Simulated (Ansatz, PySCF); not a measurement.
Gas-phase reaction in SMILES: N#CC(F)(F)F + 7 [H][H] (H2) → 2 C (CH4) + 3 F (HF) + N (NH3)
Geometries: B3LYP-D3(BJ)/def2-TZVP minima from Ansatz (a quantum-chemistry and plane-wave program).

Property: energy of full hydrogenation (0 K, with B3LYP-D3(BJ) harmonic zero-point energies from PySCF), in kcal/mol. Correlated levels leave the core frozen unless marked. No spin-orbit coupling. Non-relativistic. CBS(X,Y): correlation extrapolated as X^-3; Hartree-Fock from the larger set. [CCSD(T)-MP2]/basis is that difference in the basis named.

RI-MP2/CBS(cc-pVTZ,cc-pVQZ)+[CCSD(T)-MP2]/cc-pVTZ (Ansatz) gives -119.4 kcal/mol.

Problem. Another calculation gave -115.3 kcal/mol. Which level was it?
(A) wB97M-V/def2-TZVPD (Ansatz)
(B) B2PLYP/def2-TZVPD (Ansatz)
(C) r2SCAN0/def2-TZVPD (Ansatz)
(D) LC-wPBE/def2-TZVPD (Ansatz)

Solution. A, wB97M-V/def2-TZVPD (Ansatz). The others give -126.5 (LC-wPBE), -122.0 (r2SCAN0), -112.5 (B2PLYP) kcal/mol.
